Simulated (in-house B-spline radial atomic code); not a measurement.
A fraction x of an electron is removed from 4d in Dy³⁺, starting from [Xe] 4f9 and keeping the highest spin. Level of theory: scalar-relativistic (X2C) PBE0, spin-polarised, spherical fractional occupations, Fermi nucleus of rms radius 5.2218 fm; calculated with a B-spline radial code for spherical atoms.

Caution: exact exchange at fractional occupations of open shells leaves self-interaction of up to several eV.

```csv
x,E(x) - E(0) (eV),4d down level (eV)
0,0.0000,-188.245
0.05,9.4362,-189.204
0.22,?,?
0.3,57.3459,-194.099
0.49,94.5864,-197.920
0.5,96.5666,-198.123
0.51,98.5488,-198.327
0.73,?,?
0.8,156.9289,-204.324
0.9,177.4666,-206.433
```

Problem. What belongs in the row x = 0.22?

Solution. An energy change of 41.8814 eV; 4d down at -192.516 eV.

Problem. What belongs in the row x = 0.73?

Solution. An energy change of 142.6775 eV; 4d down at -202.860 eV.

Problem. Check Janak's theorem between x = 0.3 and 0.49.

Solution. The slope of the energy is 196.00 eV; the orbital levels give 196.01 eV (-ε of the emptying orbital, averaged over the two points).
